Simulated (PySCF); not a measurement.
# Se²⁺ (selenium, charge +2) across methods

[Ar] 3d10 4s2 4p2, high-spin 3P determinant. Calculation: PySCF 2.14, in x2c-QZVPPall with one added diffuse shell each of s, p, d, f type (12s9p6d5f1g, 113 functions); scalar relativity by spin-free X2C-1e.

```
method  E (hartree)  mean ε 4s α (eV)  mean ε 4s β (eV)  mean ε 4p α (eV)  Σ⟨r²⟩ (bohr²)   ⟨S²⟩
   LDA    -2425.173           -38.615           -36.807           -26.322          23.86  2.001
 TPSSh    -2428.684           -39.500           -36.716           -27.051          23.86  2.002
   PBE    -2428.432           -38.414           -36.349           -26.284          23.90  2.002
r2SCAN    -2428.728           -39.195           -36.509           -26.809          23.83  2.004
   UHF  -2427.06817           -45.811           -39.847           -31.454          24.09  2.008
  BLYP    -2428.863           -38.226           -36.490           -26.021          23.93  2.001
  PBE0    -2428.474           -40.493           -37.557           -27.771          23.88  2.002
```

Task: Estimate the same row for HSE06.

Result: E (hartree) = -2428.468; mean ε 4s α (eV) = -40.061; mean ε 4s β (eV) = -37.309; mean ε 4p α (eV) = -27.324; Σ⟨r²⟩ (bohr²) = 23.89; ⟨S²⟩ = 2.002.
